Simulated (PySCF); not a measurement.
# Spin-rotation constants: SMILES CC[O][GeH2][AsH2], C$_{2}$H$_{9}$AsGeO

Geometry (Å), atoms numbered from 1 in this order:
```xyz
14

C    -2.287    0.923   -0.133
C    -1.391   -0.303   -0.052
O    -0.135   -0.005   -0.622
Ge    1.396   -0.765   -0.165
As    2.953    0.450   -1.474
H    -3.269    0.695    0.273
H    -1.848    1.742    0.432
H    -2.390    1.236   -1.169
H    -1.847   -1.138   -0.599
H    -1.275   -0.611    0.996
H     1.424   -0.718    1.372
H     1.257   -2.272   -0.442
H     3.361    1.285   -0.292
H     4.050   -0.521   -1.123
```

Level of theory: GIAO B97-2/pcSseg-1 magnetisability, rotational g tensor and spin-rotation constants, non-relativistic, gas phase (PySCF). Geometry: GFN2-xTB.

The calculation is non-relativistic, which matters for the atoms heavier than Zn.

Question: Give the nuclear spin-rotation constants along the inertial axes (H = +C I·J) beside the isotropic shieldings.

Answer: Rotational constants 4.1474, 0.8317, 0.7135 GHz. A star marks the isotopologue with that one atom substituted, in its own axes.
| atom | isotope | Caa (kHz) | Cbb (kHz) | Ccc (kHz) | mean (kHz) | σ (ppm) |
| --- | --- | --- | --- | --- | --- | --- |
| As5 | 75As | 3.740 | 0.794 | 0.702 | 1.745 | 1972.5 |
| H6 | 1H | 0.087 | -0.089 | -0.083 | -0.029 | 30.9 |
| H7 | 1H | -0.417 | -0.081 | 0.004 | -0.165 | 30.5 |
| H8 | 1H | -0.444 | -0.019 | -0.043 | -0.168 | 30.3 |
| H9 | 1H | -0.387 | -0.070 | 0.026 | -0.144 | 27.8 |
| H10 | 1H | -0.398 | -0.016 | -0.026 | -0.147 | 28.2 |
| H11 | 1H | -0.284 | -0.046 | 0.004 | -0.109 | 26.1 |
| H12 | 1H | -0.324 | -0.019 | -0.014 | -0.119 | 26.2 |
| H13 | 1H | -0.431 | -0.088 | 0.008 | -0.170 | 29.6 |
| H14 | 1H | -0.244 | -0.027 | -0.083 | -0.118 | 30.1 |
| C1 | 13C* | 0.567 | 0.117 | 0.117 | 0.267 | 164.6 |
| C2 | 13C* | 0.671 | 0.199 | 0.179 | 0.350 | 118.0 |
| O3 | 17O* | -0.339 | -0.057 | -0.056 | -0.150 | 305.0 |
| Ge4 | 73Ge* | -1.131 | -0.251 | -0.245 | -0.543 | 1322.1 |

For the geometry as given, no vibrational averaging.

Question: How do the rotational constants and the g tensor change when H6, H7, H8, H9, H10, H11, H12, H13, H14 are replaced by deuterium?

Answer: Constants 3.4613, 0.7313, 0.6324 GHz; g -0.0131, -0.0028, -0.0034, against -0.0160, -0.0032, -0.0038 before.
